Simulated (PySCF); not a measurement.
C3H7FSi2, SMILES [SiH2](C)C#C[SiH2]F.

The structure is a stationary point at PBE-D3(BJ)/def2-SVP. The structure was generated by enumeration, and PubChem lists no compound with its InChIKey, so it may never have been made.

Computed with PBE-D3(BJ)/def2-SVP in PySCF.

Frequencies are harmonic and unscaled.

A small imaginary wavenumber (i) marks a very flat motion, where grid noise or a shallow saddle decides the sign.

| mode | ν (cm⁻¹) | IR (km/mol) | moving atoms (share of kinetic energy) |
|---|---|---|---|
| 1 | 6i | 1.8 | H 31 %, Si 28 %, F 26 %, C 16 % |
| 2 | 55 | 1.2 | C 53 %, F 33 %, H 13 % |
| 3 | 96 | 1.3 | C 54 %, H 35 %, Si 11 % |
| 4 | 149 | 1.5 | C 37 %, Si 26 %, F 21 %, H 16 % |
| 5 | 166 | 0.3 | H 86 %, C 10 % |
| 6 | 269 | 10.0 | C 55 %, F 22 %, Si 15 %, H 8 % |
| 7 | 299 | 0.0 | C 75 %, H 25 % |
| 8 | 392 | 4.1 | C 56 %, Si 31 %, H 11 % |
| 9 | 429 | 17.6 | Si 56 %, C 33 % |
| 10 | 475 | 11.0 | H 87 % |
| 11 | 636 | 80.2 | H 64 %, Si 19 %, C 14 % |
| 12 | 671 | 4.8 | C 45 %, H 41 %, Si 14 % |
| 13 | 682 | 26.0 | H 80 %, C 13 % |
| 14 | 713 | 3.9 | H 93 % |
| 15 | 732 | 67.6 | H 57 %, C 22 %, Si 20 % |
| 16 | 795 | 147.6 | C 66 %, Si 23 % |
| 17 | 843 | 25.2 | H 42 %, F 40 %, Si 14 % |
| 18 | 855 | 30.3 | H 78 %, C 18 % |
| 19 | 864 | 566.6 | H 71 %, Si 16 %, C 9 % |
| 20 | 903 | 173.7 | H 85 %, Si 10 % |
| 21 | 915 | 38.3 | H 93 % |
| 22 | 934 | 177.7 | H 67 %, Si 24 %, F 8 % |
| 23 | 1216 | 11.9 | H 79 %, C 21 % |
| 24 | 1380 | 4.9 | H 96 % |
| 25 | 1385 | 1.9 | H 96 % |
| 26 | 2153 | 11.5 | C 94 % |
| 27 | 2167 | 95.5 | H 96 % |
| 28 | 2167 | 100.0 | H 93 % |
| 29 | 2198 | 88.6 | H 98 % |
| 30 | 2202 | 114.0 | H 95 % |
| 31 | 2983 | 1.9 | H 97 % |
| 32 | 3086 | 1.4 | H 91 %, C 9 % |
| 33 | 3091 | 0.8 | H 91 %, C 9 % |
